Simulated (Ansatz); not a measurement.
A nudged elastic band was laid between two geometries of CH3F2Sb (7 atoms, charge 0, multiplicity 1).

Method: RKS PBE0-D4/def2-SVP in Ansatz.

| Item | Value |
| --- | --- |
| movable images | 7 |
| climbing image | yes |
| spring | 5.0 eV/Å² |
| optimiser | quadratic models (default) |
| start path | IDPP |
| force threshold | 0.03 eV/Å |
| iteration limit | 43 |
| end points | relaxed |

Initial state:

```xyz
7
Properties=species:S:1:pos:R:3
C -0.278 0.791 -0.216
Sb -0.354 -1.082 0.825
F 1.511 -0.985 1.332
F -0.057 -2.102 -0.792
H -1.181 0.926 -0.829
H -0.190 1.623 0.498
H 0.610 0.762 -0.864
```

Final state:

```xyz
7
Properties=species:S:1:pos:R:3
C -0.150 0.804 -0.318
Sb 0.951 -1.035 -0.167
F 0.942 -1.011 1.769
F -0.637 -2.128 -0.347
H -1.168 0.550 -0.647
H -0.189 1.245 0.689
H 0.313 1.508 -1.024
```

(1) What changes between the two ends?

(2) Give the energies along the band, and the barrier.

(3) What is the geometry of the highest image?

(4) What are the harmonic wavenumbers there?

Results:

(1) No bond is made or broken. The height of Sb2 over the plane of its neighbours goes from -1.07 to 1.07 Å.

(2) The run converged. The highest image is number 4 of 0 to 8, 146.5 kJ/mol above the first end and 145.9 kJ/mol above the last; the last end lies 0.7 kJ/mol above the first. A vibrational analysis at the climbing image gives one clearly imaginary mode, 181i cm⁻¹: a first-order saddle point.

```json
{"image": "0", "path coordinate (Å)": "0.00", "energy (kJ/mol)": "0.0", "height of Sb2 over the plane of its neighbours (Å)": "-1.07"}
{"image": "1", "path coordinate (Å)": "0.41", "energy (kJ/mol)": "17.2", "height of Sb2 over the plane of its neighbours (Å)": "-0.99"}
{"image": "2", "path coordinate (Å)": "0.81", "energy (kJ/mol)": "61.3", "height of Sb2 over the plane of its neighbours (Å)": "-0.80"}
{"image": "3", "path coordinate (Å)": "1.22", "energy (kJ/mol)": "116.2", "height of Sb2 over the plane of its neighbours (Å)": "-0.46"}
{"image": "4", "path coordinate (Å)": "1.62", "energy (kJ/mol)": "146.5", "height of Sb2 over the plane of its neighbours (Å)": "0.01"}
{"image": "5", "path coordinate (Å)": "2.03", "energy (kJ/mol)": "117.2", "height of Sb2 over the plane of its neighbours (Å)": "0.47"}
{"image": "6", "path coordinate (Å)": "2.43", "energy (kJ/mol)": "63.7", "height of Sb2 over the plane of its neighbours (Å)": "0.79"}
{"image": "7", "path coordinate (Å)": "2.84", "energy (kJ/mol)": "19.1", "height of Sb2 over the plane of its neighbours (Å)": "0.98"}
{"image": "8", "path coordinate (Å)": "3.24", "energy (kJ/mol)": "0.7", "height of Sb2 over the plane of its neighbours (Å)": "1.07"}
```

(3) 
```xyz
7
Properties=species:S:1:pos:R:3:forces:R:3
C -0.219 0.640 -0.180 -0.01 -0.01 0.01
Sb 0.433 -1.317 0.367 0.00 0.00 0.00
F 1.466 -0.363 1.799 0.00 0.00 0.00
F -0.727 -1.921 -1.154 0.00 0.00 0.00
H -1.204 0.579 -0.660 0.00 0.00 -0.01
H -0.197 1.295 0.700 0.00 0.00 0.00
H 0.509 1.019 -0.918 0.00 0.00 -0.01
```

(4) 181i, 20, 204, 227, 521, 559, 563, 650, 789, 1195, 1403, 1407, 3057, 3170, 3231 cm⁻¹.

The run took 3.5 min on 1 thread of Arm Neoverse V2 (shared host), peak memory 0.17 GiB.
